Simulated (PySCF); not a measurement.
A structure optimised at PBE0-D3(BJ)/def2-SVP, used in a PySCF frequency run:

```xyz
8

C     -0.1441    -2.1383     0.0000
C      0.5832    -1.0474     0.0000
C      0.0066     0.3381     0.0000
F     -1.3221     0.3381     0.0000
F      0.4184     1.0187     1.0749
F      0.4184     1.0187    -1.0749
H      0.0097    -3.2161     0.0000
H      1.6838    -1.0775     0.0000
```
Charge 0, spin multiplicity 2.

Problem. Write its SMILES, formula and point group.

Solution. [CH]=CC(F)(F)F, C3H2F3, Cs

Problem. What are its rotational constants (standard atomic weights)?

Solution. 5.5639, 3.0412, 2.9867 GHz
